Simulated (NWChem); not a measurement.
System: C$_{3}$H$_{7}$F; SMILES CC(C)F

The following NWChem deck was run.

```
start job
memory heap 200 mb stack 900 mb global 1100 mb
geometry units angstroms noautoz
  C     -0.635790     0.104850     1.268004
  C      0.045904    -0.356832     0.000000
  C     -0.635790     0.104850    -1.268004
  F      1.344151     0.127803     0.000000
  H     -0.701989     1.203578     1.289265
  H     -1.653801    -0.306478     1.337805
  H     -0.067721    -0.223487     2.150379
  H      0.120513    -1.460266     0.000000
  H     -0.701989     1.203578    -1.289265
  H     -1.653801    -0.306478    -1.337805
  H     -0.067721    -0.223487    -2.150379
end
basis spherical
  * library def2-svp
end
dft
  xc xperdew91 perdew91
  iterations 150
  mulliken
end
task dft energy
```

Output (shortened):

```
             Northwest Computational Chemistry Package (NWChem) 7.3.0
             --------------------------------------------------------

 CS  symmetry detected

                             Geometry "geometry" -> ""
                             -------------------------

 Output coordinates in angstroms (scale by  1.889725989 to convert to a.u.)

  No.       Tag          Charge          X              Y              Z
 ---- ---------------- ---------- -------------- -------------- --------------
    1 C                    6.0000    -0.63484361     0.10905383    -1.26800400
    2 C                    6.0000     0.04043379    -0.36196360     0.00000000
    3 C                    6.0000    -0.63484361     0.10905383     1.26800400
    4 F                    9.0000     1.34522578     0.10476351     0.00000000
    5 H                    1.0000    -0.68591942     1.20858863    -1.28926500
    6 H                    1.0000    -1.65841753    -0.28822887    -1.33780500
    7 H                    1.0000    -0.07134582    -0.22706791    -2.15037900
    8 H                    1.0000     0.09985406    -1.46631967     0.00000000
    9 H                    1.0000    -0.68591942     1.20858863     1.28926500
   10 H                    1.0000    -1.65841753    -0.28822887     1.33780500
   11 H                    1.0000    -0.07134582    -0.22706791     2.15037900

 Effective nuclear repulsion energy (a.u.)     132.8565996384

      Symmetry information
      --------------------

 Group name             Cs
 Group number              2
 Group order               2
 No. of unique centers     7

  perdew91 is a nonlocal functional; adding pw91lda local functional.

                                 NWChem DFT Module
                                 -----------------

 Summary of "ao basis" -> "ao basis" (spherical)
 ------------------------------------------------------------------------------
       Tag                 Description            Shells   Functions and Types
 ---------------- ------------------------------  ------  ---------------------
 C                          def2-svp                 6       14   3s2p1d
 F                          def2-svp                 6       14   3s2p1d
 H                          def2-svp                 3        5   2s1p

      Symmetry analysis of basis
      --------------------------

        a'         53
        a"         38

            General Information
            -------------------
          SCF calculation type: DFT
          Wavefunction type:  closed shell.
          No. of atoms     :    11
          No. of electrons :    34
           Alpha electrons :    17
            Beta electrons :    17
          Charge           :     0
          Spin multiplicity:     1
          Use of symmetry is: on ; symmetry adaption is: on
          Maximum number of iterations: 150
          AO basis - number of functions:    91
                     number of shells:    45
          Convergence on energy requested:  1.00D-06
          Convergence on density requested:  1.00D-05
          Convergence on gradient requested:  5.00D-04

              XC Information
              --------------
                 Perdew 1991   Exchange Functional  1.000
                Perdew 1991 Correlation Functional  1.000 non-local
            Perdew 1991 LDA Correlation Functional  1.000 local

             Grid Information
             ----------------
          Grid used for XC integration:  medium
          Radial quadrature: Mura-Knowles
          Angular quadrature: Lebedev.
          Tag              B.-S. Rad. Rad. Pts. Rad. Cut. Ang. Pts.
          ---              ---------- --------- --------- ---------
          C                   0.70       49          10.0       434
          F                   0.50       49           9.0       434
          H                   0.35       45          11.0       434
          Grid pruning is: on
          Number of quadrature shells:   327
          Spatial weights used:  Erf1

      Superposition of Atomic Density Guess
      -------------------------------------

 Sum of atomic energies:        -215.66189601

      Non-variational initial energy
      ------------------------------

 Total energy =    -217.944722
 1-e energy   =    -556.951240
 2-e energy   =     206.149918
 HOMO         =      -0.383078
 LUMO         =       0.105510

      Symmetry analysis of molecular orbitals - initial
      -------------------------------------------------

  Numbering of irreducible representations:

     1 a'          2 a"

  Orbital symmetries:

     1 a'          2 a'          3 a"          4 a'          5 a'
     6 a'          7 a"          8 a'          9 a'         10 a"
    11 a'         12 a'         13 a'         14 a"         15 a"
    16 a"         17 a'         18 a'         19 a'         20 a"
    21 a'         22 a'         23 a"         24 a'         25 a"
    26 a'         27 a"

     ---------------------------------------------
      Total Density - Mulliken Population Analysis
     ---------------------------------------------

    Atom       Charge   Shell Charges
 -----------   ------   -------------------------------------------------------
    1 C    6     6.28   1.99  0.97  0.19  2.08  1.04  0.02
    2 C    6     5.65   1.99  0.93  0.24  1.68  0.75  0.07
    3 C    6     6.28   1.99  0.97  0.19  2.08  1.04  0.02
    4 F    9     9.46   1.99  1.14  0.78  3.46  2.08  0.00
    5 H    1     0.90   0.67  0.21  0.03
    6 H    1     0.89   0.66  0.20  0.03
    7 H    1     0.89   0.67  0.20  0.03
    8 H    1     0.95   0.71  0.22  0.02
    9 H    1     0.90   0.67  0.21  0.03
   10 H    1     0.89   0.66  0.20  0.03
   11 H    1     0.89   0.67  0.20  0.03

   convergence    iter        energy       DeltaE   RMS-Dens  Diis-err
 ---------------- ----- ----------------- --------- --------- ---------
 d= 0,ls=0.0,diis     1   -218.0620807572 -3.51D+02  1.58D-02  5.58D-01
 d= 0,ls=0.0,diis     2   -218.0130065196  4.91D-02  9.20D-03  1.23D+00
 d= 0,ls=0.0,diis     3   -218.1205120126 -1.08D-01  1.56D-03  4.88D-02
 d= 0,ls=0.0,diis     4   -218.1238851380 -3.37D-03  6.57D-04  5.52D-03
 d= 0,ls=0.0,diis     5   -218.1244149087 -5.30D-04  1.91D-04  3.30D-04
  Resetting Diis
 d= 0,ls=0.0,diis     6   -218.1244578501 -4.29D-05  1.36D-05  1.22D-06
 d= 0,ls=0.0,diis     7   -218.1244579866 -1.36D-07  9.36D-06  1.89D-07

         Total DFT energy =     -218.124457986555
      One electron energy =     -560.842210150651
           Coulomb energy =      239.105317502952
    Exchange-Corr. energy =      -29.244164977288
 Nuclear repulsion energy =      132.856599638432

 Numeric. integr. density =       34.000003344819

                  Occupations of the irreducible representations
                  ----------------------------------------------

                     irrep           alpha         beta
                     --------     --------     --------
                     a'               11.0         11.0
                     a"                6.0          6.0

                       DFT Final Molecular Orbital Analysis
                       ------------------------------------

 Vector   15  Occ=2.000000D+00  E=-3.253500D-01  Symmetry=a"
              MO Center= -2.9D-01, -3.9D-02, -5.6D-16, r^2= 3.7D+00
   Bfn.  Coefficient  Atom+Function         Bfn.  Coefficient  Atom+Function
  ----- ------------  ---------------      ----- ------------  ---------------
    67      0.275301   7 H  s                87     -0.275301  11 H  s
     6     -0.247283   1 C  pz               34     -0.247283   3 C  pz
    48     -0.228777   4 F  pz                4      0.179439   1 C  px
    32     -0.179439   3 C  px               51      0.152293   4 F  pz
    20      0.145839   2 C  pz               62     -0.137151   6 H  s

 Vector   16  Occ=2.000000D+00  E=-2.740281D-01  Symmetry=a"
              MO Center=  5.2D-01,  1.9D-02, -1.1D-15, r^2= 2.1D+00
   Bfn.  Coefficient  Atom+Function         Bfn.  Coefficient  Atom+Function
  ----- ------------  ---------------      ----- ------------  ---------------
    48      0.523295   4 F  pz               51     -0.365532   4 F  pz
    20      0.270791   2 C  pz                6     -0.213500   1 C  pz
    34     -0.213500   3 C  pz                3     -0.164892   1 C  s
    31      0.164892   3 C  s                 4     -0.127882   1 C  px
    32      0.127882   3 C  px                9     -0.108966   1 C  pz

 Vector   17  Occ=2.000000D+00  E=-2.684083D-01  Symmetry=a'
              MO Center=  5.1D-01, -1.9D-01,  2.3D-15, r^2= 2.1D+00
   Bfn.  Coefficient  Atom+Function         Bfn.  Coefficient  Atom+Function
  ----- ------------  ---------------      ----- ------------  ---------------
    47      0.454731   4 F  py               50     -0.313586   4 F  py
    72     -0.307504   8 H  s                19      0.267284   2 C  py
    73     -0.201451   8 H  s                46     -0.169529   4 F  px
     3      0.126430   1 C  s                31      0.126430   3 C  s
    58     -0.126820   5 H  s                78     -0.126820   9 H  s

 Vector   18  Occ=0.000000D+00  E= 3.273918D-02  Symmetry=a'
              MO Center= -9.3D-01, -4.1D-01,  8.4D-16, r^2= 6.2D+00
   Bfn.  Coefficient  Atom+Function         Bfn.  Coefficient  Atom+Function
  ----- ------------  ---------------      ----- ------------  ---------------
     3      1.366409   1 C  s                31      1.366409   3 C  s
    63     -0.890014   6 H  s                83     -0.890014  10 H  s
    73     -0.829948   8 H  s                68     -0.646732   7 H  s
    88     -0.646732  11 H  s                17      0.585253   2 C  s
    58     -0.492049   5 H  s                78     -0.492049   9 H  s

 Vector   19  Occ=0.000000D+00  E= 6.586667D-02  Symmetry=a'
              MO Center= -3.9D-01,  5.3D-01, -8.4D-12, r^2= 5.3D+00
   Bfn.  Coefficient  Atom+Function         Bfn.  Coefficient  Atom+Function
  ----- ------------  ---------------      ----- ------------  ---------------
    58     -1.098506   5 H  s                78     -1.098506   9 H  s
     3      1.017598   1 C  s                31      1.017598   3 C  s
    73      0.935391   8 H  s                17     -0.904313   2 C  s
     8      0.418899   1 C  py               36      0.418899   3 C  py
    21      0.387096   2 C  px               22      0.344200   2 C  py

 Vector   20  Occ=0.000000D+00  E= 7.718507D-02  Symmetry=a'
              MO Center= -4.8D-01, -5.0D-01, -5.6D-16, r^2= 6.0D+00
   Bfn.  Coefficient  Atom+Function         Bfn.  Coefficient  Atom+Function
  ----- ------------  ---------------      ----- ------------  ---------------
    73      0.937218   8 H  s                68      0.875635   7 H  s
    88      0.875635  11 H  s                63     -0.809973   6 H  s
    83     -0.809973  10 H  s                17     -0.711995   2 C  s
     7     -0.566157   1 C  px               35     -0.566157   3 C  px
    22      0.342826   2 C  py               58     -0.308062   5 H  s

     ---------------------------------------------
      Total Density - Mulliken Population Analysis
     ---------------------------------------------

    Atom       Charge   Shell Charges
 -----------   ------   -------------------------------------------------------
    1 C    6     6.02   1.98  0.92  0.10  2.15  0.84  0.02
    2 C    6     5.89   1.98  0.95  0.15  2.04  0.68  0.08
    3 C    6     6.02   1.98  0.92  0.10  2.15  0.84  0.02
    4 F    9     9.24   1.99  1.13  0.79  3.35  1.97  0.01
    5 H    1     0.97   0.74  0.21  0.02
    6 H    1     0.98   0.74  0.22  0.02
    7 H    1     0.97   0.74  0.21  0.02
    8 H    1     1.00   0.76  0.21  0.02
    9 H    1     0.97   0.74  0.21  0.02
   10 H    1     0.98   0.74  0.22  0.02
   11 H    1     0.97   0.74  0.21  0.02

     -------------------------------------------
      Total Density - Lowdin Population Analysis
     -------------------------------------------

    Atom       Charge   Shell Charges
 -----------   ------   -------------------------------------------------------
    1 C    6     6.08   1.96  0.59  0.30  1.92  1.24  0.07
    2 C    6     5.92   1.96  0.61  0.29  1.85  1.03  0.18
    3 C    6     6.08   1.96  0.59  0.30  1.92  1.24  0.07
    4 F    9     9.13   1.98  1.02  0.75  3.22  2.14  0.01
    5 H    1     0.97   0.63  0.27  0.07
    6 H    1     0.97   0.63  0.27  0.07
    7 H    1     0.97   0.63  0.27  0.07
    8 H    1     0.99   0.66  0.26  0.06
    9 H    1     0.97   0.63  0.27  0.07
   10 H    1     0.97   0.63  0.27  0.07
   11 H    1     0.97   0.63  0.27  0.07

     Multipole analysis of the density
     ---------------------------------

     L   x y z        total         alpha         beta         nuclear
     -   - - -        -----         -----         ----         -------
     0   0 0 0     -0.000000    -17.000000    -17.000000     34.000000

     1   1 0 0     -0.612814     -0.306407     -0.306407     -0.000000
     1   0 1 0     -0.173446     -0.086723     -0.086723      0.000000
     1   0 0 1      0.000000      0.000000      0.000000      0.000000

     2   2 0 0    -20.274010    -59.408118    -59.408118     98.542225
     2   1 1 0     -0.145239      0.759835      0.759835     -1.664909
     2   1 0 1      0.000000      0.000000      0.000000     -0.000000
     2   0 2 0    -18.424613    -20.583174    -20.583174     22.741734
     2   0 1 1      0.000000      0.000000      0.000000      0.000000
     2   0 0 2    -18.410180    -72.495281    -72.495281    126.580382
```

Level: PW91/def2-SVP. Coordinates come from a PBE0/def2-SVP optimisation.
